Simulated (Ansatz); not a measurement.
Ideal-gas functions of CH₃BFN (`FC1BN1`) at 800 K and 1 bar, from an Ansatz frequency run at PBE0-D4/def2-TZVP.

Molar mass 58.85 g/mol, point group C1 (symmetry number 1), electronic degeneracy 1, moments of inertia 23.106, 71.368, 80.711 u Å². Harmonic wavenumbers (cm⁻¹, unscaled): 346, 466, 559, 780, 823, 937, 966, 1040, 1060, 1239, 1344, 1490, 2765, 3145, 3634.

Use S(trans) = R[1.5 ln M + 2.5 ln T − 1.1517]; rotational temperatures θ = 24.2544 K / I; S(rot) = R[ln(√π/σ · √(T³/θAθBθC)) + 1.5]; for each mode x = 1.438777 ν̃/T, S = R[x/(eˣ − 1) − ln(1 − e⁻ˣ)] and H = RT x/(eˣ − 1); 1 cm⁻¹ = 0.0119627 kJ/mol; R = 8.31446 J/(mol·K).

Problem. By hand: the entropy, in J/(mol·K).

Solution. Translation 180.2. Rotation: θ = 1.0497, 0.3398, 0.3005 K, giving 109.9. Vibration, mode by mode: 12.39, 10.02, 8.61, 6.15, 5.77, 4.89, 4.69, 4.22, 4.10, 3.18, 2.74, 2.23, 0.35, 0.19, 0.09, in all 69.7. Electronic 0.0. Sum 359.8 J/(mol·K).

Problem. By hand: H − E and G − E in kJ/mol, counted from the electronic energy.

Solution. Zero-point energy ½ × 20594 × 0.0119627 = 123.2; thermal vibration 33.4; translation, rotation and pV give 4 RT = 26.6. H − E = 183.2 kJ/mol, and G − E = 183.2 − 800 × 359.8/1000 = -104.6 kJ/mol.

Vibration gives 19 % of the entropy. The sum counts one conformer and one mirror image; others add a mixing term.
